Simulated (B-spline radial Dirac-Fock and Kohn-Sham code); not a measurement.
## Re²⁺ in Watson spheres of different radius

The computed values come from a radial atomic solver: Dirac-Fock ΔSCF + Breit + QED. The ion, [Xe] 4f14 5d5, sits in a hollow sphere of charge Q = -2, a simple model of the Madelung potential. Inside the sphere an electron's potential energy is raised by the constant 14.40·|Q|/R eV, so binding energies fall by about that much as long as the orbitals stay inside.

| radius (Å) | 14.40 |Q|/R (eV) | 1s (eV) | 2s (eV) | 2p1/2 (eV) | 2p3/2 (eV) | 3s (eV) | 3p1/2 (eV) | 3p3/2 (eV) | 3d3/2 (eV) | 3d5/2 (eV) | 4s (eV) | 4p1/2 (eV) | 4p3/2 (eV) | 4d3/2 (eV) | 4d5/2 (eV) | 4f5/2 (eV) | 4f7/2 (eV) | 5s (eV) | 5p1/2 (eV) | 5p3/2 (eV) | 5d (eV) |
| --- | --- | --- | --- | --- | --- | --- | --- | --- | --- | --- | --- | --- | --- | --- | --- | --- | --- | --- | --- | --- | --- |
| 1.6 | 18.00 | 71682.8 | 12545.4 | 11969.5 | 10546.0 | 2950.0 | 2695.4 | 2382.5 | 1960.6 | 1894.0 | 641.7 | 535.1 | 462.1 | 287.0 | 273.5 | 51.45 | 49.06 | 96.69 | 62.22 | 51.22 | 8.13 |
| 1.8 | 16.00 | 71684.4 | 12547.0 | 11971.1 | 10547.7 | 2951.6 | 2697.1 | 2384.2 | 1962.2 | 1895.7 | 643.4 | 536.8 | 463.7 | 288.7 | 275.2 | 53.11 | 50.72 | 98.37 | 63.91 | 52.92 | 9.81 |

From the smallest to the largest radius 1s moves by +1.6 eV, while the constant potential alone would give +2.0 eV; the difference comes from charge outside the sphere and its screening.
